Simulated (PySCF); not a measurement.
# Basis and Hamiltonian dependence of the excitation energy of N²⁺

N²⁺ [He] 2s2 2p1 (2P) → N²⁺ [He] 2s2 3s1 (2S). Calculated with PySCF 2.14 from differences of total energies of unrestricted determinants, without spin-orbit coupling. Values in eV.

```csv
basis,Hamiltonian,functions,UHF,LDA,PBE0,MP2 (valence),CCSD(T) (valence),CCSD(T) (valence and next inner shell)
aug-cc-pwCVDZ,non-relativistic,27,27.799,27.809,28.037,27.471,n/a,27.343
"x2c-TZVPPall with one added diffuse shell each of s, p, d type",spin-free X2C,40,27.635,27.625,27.797,27.430,27.300,27.322
aug-cc-pVTZ-DK,spin-free X2C,46,27.832,27.832,28.032,27.641,27.517,n/a
aug-cc-pCVTZ-DK,spin-free X2C,59,27.682,27.690,27.868,27.491,27.370,27.423
dyall-av3z,spin-free X2C,71,27.647,27.641,27.802,27.434,27.313,n/a
aug-cc-pVQZ,non-relativistic,80,27.668,27.659,27.827,27.491,27.363,n/a
"aug-cc-pVQZ with one added diffuse shell each of s, p, d, f, g type",non-relativistic,105,27.656,27.646,27.815,27.479,n/a,n/a
aug-cc-pwCVQZ,non-relativistic,109,27.668,27.662,27.827,27.501,n/a,n/a
aug-cc-pCVQZ-DK,spin-free X2C,109,27.656,27.651,27.816,27.488,n/a,n/a
```

Frozen in the all-electron rows: valence and next inner shell: nothing; valence: 1s2.
